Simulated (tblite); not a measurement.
H₃Ga, charge +1, doublet, at a GFN2-xTB geometry (such geometries of metal compounds can be far from the true shape) (a state made from the parent by changing its charge; the spin is typed, not shown lowest); GFN1-xTB (tblite 0.6.0).

Input for tblite:
```
$ tblite run mol.xyz --method gfn1 --charge 1 --spin 1 --etemp 2000 --json tblite.json --no-restart

# file mol.xyz
4

Ga     0.00000000     0.00000000     0.00000000
H      0.70473237    -0.45461564     1.43946828
H     -0.32010954     1.60719813    -0.29972668
H     -0.38462283    -1.15258249    -1.13974160
```

What the program printed (banner, timings and long lists left out):

```
xTB calculator
 | screened Coulomb repulsion
 | Coulomb electrostatics
 |  * isotropic Klopman-Ohno-Mataga-Nishimoto electrostatics
 |  * onsite third-order electrostatics
 | DFT-D3(BJ) dispersion correction

halogen bonding energy    0.0000000000000E+00 Eh
repulsion energy          7.1807126138017E-03 Eh
dispersion energy        -4.0729495082387E-04 Eh
number of electrons       5.0000000000000E+00 e
integral cutoff           4.0000000000000E+01 bohr

------------------------------------------------------------
  cycle        total energy    energy error   density error
------------------------------------------------------------
      1     -2.309270053278  -2.3160435E+00   3.1563251E-01
      2     -2.358113740805  -4.8843688E-02   8.8833992E-02
      3     -2.360441248646  -2.3275078E-03   2.6414566E-02
      4     -2.360024378018   4.1687063E-04   2.6714312E-02
      5     -2.360607655282  -5.8327726E-04   8.2147929E-05
      6     -2.360607421277   2.3400454E-07   5.5471465E-04
      7     -2.360607658755  -2.3747818E-07   1.3087331E-05
------------------------------------------------------------

electronic energy        -2.3673810764184E+00 Eh
total energy             -2.3606076587554E+00 Eh

Post processing:
 | Mayer-Wiberg bond orders

[Info] JSON dump of results written to 'tblite.json'
```
